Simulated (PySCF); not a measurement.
MoF6, SMILES [F][Mo]([F])([F])([F])([F])[F], multiplicity 1.

Geometry: B3LYP-D3(BJ)/def2-SVP. The spin state was assumed, not searched. The isomer is the one that the SMILES or the coordinates give; other isomers of the formula were not compared. The def2 effective core potentials stand for the cores of Mo; spin–orbit coupling is left out.

Level of theory: TDA-PBE/def2-SVPD run with PySCF 2.14.0.

Vertical excitations; the highest root listed may be one member of a degenerate set. Isolated molecule, no solvent. State labels are in the subgroup D2h.

```json
[
 {"state": "S1", "symmetry": "B1g", "energy (eV)": "4.45", "λ (nm)": "279", "f": "0.000", "main pairs": "HOMO−1→LUMO+2, HOMO→LUMO+1 (degenerate set)"},
 {"state": "S2", "symmetry": "B3g", "energy (eV)": "4.45", "λ (nm)": "279", "f": "0.000", "main pairs": "HOMO−1→LUMO, HOMO−2→LUMO+1 (degenerate set)"},
 {"state": "S3", "symmetry": "B2g", "energy (eV)": "4.45", "λ (nm)": "279", "f": "0.000", "main pairs": "HOMO→LUMO, HOMO−2→LUMO+2 (degenerate set)"},
 {"state": "S4", "symmetry": "B1g", "energy (eV)": "4.54", "λ (nm)": "273", "f": "0.000", "main pairs": "HOMO→LUMO+1, HOMO−1→LUMO+2 (degenerate set)"},
 {"state": "S5", "symmetry": "B3g", "energy (eV)": "4.54", "λ (nm)": "273", "f": "0.000", "main pairs": "HOMO−2→LUMO+1, HOMO−1→LUMO (degenerate set)"},
 {"state": "S6", "symmetry": "B2g", "energy (eV)": "4.54", "λ (nm)": "273", "f": "0.000", "main pairs": "HOMO−2→LUMO+2, HOMO→LUMO (degenerate set)"},
 {"state": "S7", "symmetry": "Ag", "energy (eV)": "4.64", "λ (nm)": "267", "f": "0.000", "main pairs": "HOMO−1→LUMO+1 33 %, HOMO→LUMO+2 33 %, HOMO−2→LUMO 33 %"},
 {"state": "S8", "symmetry": "Au", "energy (eV)": "5.08", "λ (nm)": "244", "f": "0.000", "main pairs": "HOMO−4→LUMO+1 33 %, HOMO−3→LUMO+2 33 %, HOMO−5→LUMO 33 %"},
 {"state": "S9", "symmetry": "Au", "energy (eV)": "5.12", "λ (nm)": "242", "f": "0.000", "main pairs": "HOMO−8→LUMO, HOMO−6→LUMO+2, HOMO−4→LUMO+1, HOMO−3→LUMO+2 (degenerate set)"},
 {"state": "S10", "symmetry": "Au", "energy (eV)": "5.12", "λ (nm)": "242", "f": "0.000", "main pairs": "HOMO−7→LUMO+1, HOMO−6→LUMO+2, HOMO−5→LUMO (degenerate set)"},
 {"state": "T1", "symmetry": "Ag", "energy (eV)": "4.11", "λ (nm)": "302", "f": "0", "main pairs": "HOMO−1→LUMO+1, HOMO→LUMO+2 (degenerate set)"},
 {"state": "T2", "symmetry": "Ag", "energy (eV)": "4.11", "λ (nm)": "302", "f": "0", "main pairs": "HOMO−2→LUMO, HOMO→LUMO+2 (degenerate set)"},
 {"state": "T3", "symmetry": "Ag", "energy (eV)": "4.22", "λ (nm)": "294", "f": "0", "main pairs": "HOMO−2→LUMO 33 %, HOMO→LUMO+2 33 %, HOMO−1→LUMO+1 33 %"},
 {"state": "T4", "symmetry": "B1g", "energy (eV)": "4.33", "λ (nm)": "286", "f": "0", "main pairs": "HOMO−1→LUMO+2 50 %, HOMO→LUMO+1 50 %"}
]
```
Triplets are in the Tamm–Dancoff approximation.
